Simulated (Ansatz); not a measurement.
This geometry of C2H9BSSi (14 atoms, charge 0, multiplicity 1) is a first-order saddle point.

All numbers below come from RKS PBE/cc-pVDZ in Ansatz.

```xyz
14
Properties=species:S:1:pos:R:3
B -1.524 0.646 -0.081
Si -0.353 -0.937 0.092
C 0.053 -1.854 1.702
S 0.395 1.251 0.250
C 1.060 1.584 -1.438
H -1.904 1.015 -1.175
H -2.159 0.921 0.920
H 0.480 -1.491 -1.046
H -0.366 -1.309 2.570
H -0.420 -2.859 1.673
H 1.143 -1.989 1.843
H 1.559 0.690 -1.852
H 0.229 1.898 -2.094
H 1.795 2.405 -1.335
```

**Question.** Which two structures does it join? (They come from a converged band through this point; their orientation in space is the band's.)

**Answer.** No bond is made or broken. The dihedral Si2–S4–C5–H12 goes from -97 to 24°. The two ends are copies of one structure, up to a mirror image or an exchange of like atoms.

Image 0:

```xyz
14
Properties=species:S:1:pos:R:3
B -1.303 1.004 0.104
Si -0.543 -0.824 0.005
C -0.331 -2.019 1.462
S 0.709 1.081 0.378
C 1.340 1.455 -1.308
H -1.624 1.596 -0.907
H -1.826 1.278 1.169
H 0.087 -1.408 -1.243
H -0.561 -1.508 2.417
H -1.048 -2.859 1.347
H 0.692 -2.443 1.508
H 2.365 1.049 -1.406
H 0.676 1.012 -2.074
H 1.353 2.555 -1.423
```

Image 8:

```xyz
14
Properties=species:S:1:pos:R:3
B -1.539 0.583 -0.077
Si -0.284 -0.942 0.089
C 0.152 -1.847 1.698
S 0.341 1.276 0.260
C 0.960 1.626 -1.436
H -1.943 0.940 -1.166
H -2.193 0.809 0.925
H 0.580 -1.454 -1.044
H -0.295 -1.327 2.568
H -0.275 -2.872 1.662
H 1.247 -1.935 1.844
H 0.503 0.929 -2.162
H 0.671 2.664 -1.688
H 2.061 1.522 -1.444
```

**Question.** How far does it lie above each of them?

**Answer.** 0.038 eV above the first and 0.038 eV above the second. This is the barrier of this one path; another mechanism may lie lower.

Run time: 2 min on 2 threads of Arm Neoverse V1, with other jobs on the host, peak memory 0.18 GiB.
